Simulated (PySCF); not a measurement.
ClH3S2Si, SMILES S[SiH](S)Cl. Atoms are numbered in the order given.

```xyz
7

Si     0.1973     0.0994    -0.4791
S     -0.9470     1.7095     0.3720
S     -0.9637    -1.6897    -0.7252
Cl     1.7939    -0.1170     0.8339
H      0.7431     0.3762    -1.8446
H     -1.9693     1.5467    -0.5169
H     -1.4608    -1.6421     0.5438
```

Coordinates come from a PBE-D3(BJ)/def2-SVP optimisation. Other conformers were not sampled.

Computed with PySCF with PBE0/pcSseg-1.

GIAO shieldings, no solvent; atoms listed in one row are averaged. δ = σ(ref) − σ: ²⁹Si against TMS (σ = 352.7 ppm); ³³S against H2S (σ = 716.7 ppm); ³⁵Cl against HCl (σ = 945.9 ppm); ¹H against TMS (σ = 31.56 ppm), references at their B3LYP-D3(BJ)/def2-TZVP geometries, non-relativistic (without spin–orbit terms, shifts of atoms bonded to Cl or Br come out too high).

```csv
nucleus,atoms,count,δ (ppm)
²⁹Si,Si1,1,34.9
³³S,S3,1,126.5
³³S,S2,1,92.6
³⁵Cl,Cl4,1,91.0
¹H,H5,1,6.56
¹H,H7,1,2.09
¹H,H6,1,1.60
```
